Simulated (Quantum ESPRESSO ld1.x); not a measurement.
The silver ion Ag+, configuration [Kr] 4d10. Method: scalar-relativistic Kohn-Sham, LDA (Slater exchange, Perdew-Zunger correlation), spin-unpolarised, spherical densities, point nucleus; computed with ld1.x of Quantum ESPRESSO 7.5.

Unscreened Slater integrals over Kohn-Sham orbitals (cm^-1).

| integral | value |
|---|---|
| F0(4d,4d) | 144400 |
| F2(4d,4d) | 70294 |
| F4(4d,4d) | 45447 |
| F0(4d,4p) | 165510 |
| F2(4d,4p) | 79642 |
| G1(4d,4p) | 99657 |
| G3(4d,4p) | 60493 |
| F0(4d,4s) | 170750 |
| G2(4d,4s) | 72494 |
| F0(4d,3d) | 199280 |
| F2(4d,3d) | 36912 |
| F4(4d,3d) | 16050 |
| G0(4d,3d) | 11444 |
| G2(4d,3d) | 13219 |
| G4(4d,3d) | 10047 |
| F0(4d,3p) | 197520 |
| F2(4d,3p) | 37182 |
| G1(4d,3p) | 7728.9 |
| G3(4d,3p) | 7874.5 |
| F0(4p,4p) | 197460 |
| F2(4p,4p) | 103050 |
| F0(4p,4s) | 206230 |
| G1(4p,4s) | 139510 |
| F0(4p,3d) | 256730 |
| F2(4p,3d) | 60577 |
| G1(4p,3d) | 19190 |
| G3(4p,3d) | 18723 |
| F0(4p,3p) | 254830 |
| F2(4p,3p) | 63624 |
| G0(4p,3p) | 16135 |
| G2(4p,3p) | 19224 |
| F0(4s,4s) | 216390 |
| F0(4s,3d) | 276520 |
| G2(4s,3d) | 22472 |
| F0(4s,3p) | 274320 |
| G1(4s,3p) | 22391 |
| F0(3d,3d) | 576660 |
| F2(3d,3d) | 286870 |
| F4(3d,3d) | 182900 |
| F0(3d,3p) | 551550 |
| F2(3d,3p) | 266500 |
| G1(3d,3p) | 306860 |
| G3(3d,3p) | 196700 |
| F0(3p,3p) | 536980 |
| F2(3p,3p) | 270330 |
